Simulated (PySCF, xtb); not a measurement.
C₄H₅, SMILES [CH]=CC=C, multiplicity 2. The values are those of a single conformer.

Harmonic wavenumbers (cm⁻¹) from GFN2-xTB (xtb 6.7.1) at its own minimum, in rising order: 129, 289, 459, 524, 659, 741, 870, 916, 922, 1013, 1097, 1216, 1276, 1401, 1646, 1688, 2989, 3067, 3096, 3122, 3188.

**Question.** What does PySCF with B3LYP-D3(BJ)/def2-SVP give at its own minimum? (An estimate is asked for; the answer gives what the named calculation found.)

**Answer.** 170, 292, 485, 584, 729, 838, 902, 934, 936, 1029, 1158, 1241, 1304, 1421, 1641, 1689, 3094, 3137, 3155, 3237, 3238. Paired by order, the mean absolute difference is 44 cm⁻¹ and the zero-point energies are 43.3 and 44.6 kcal/mol.
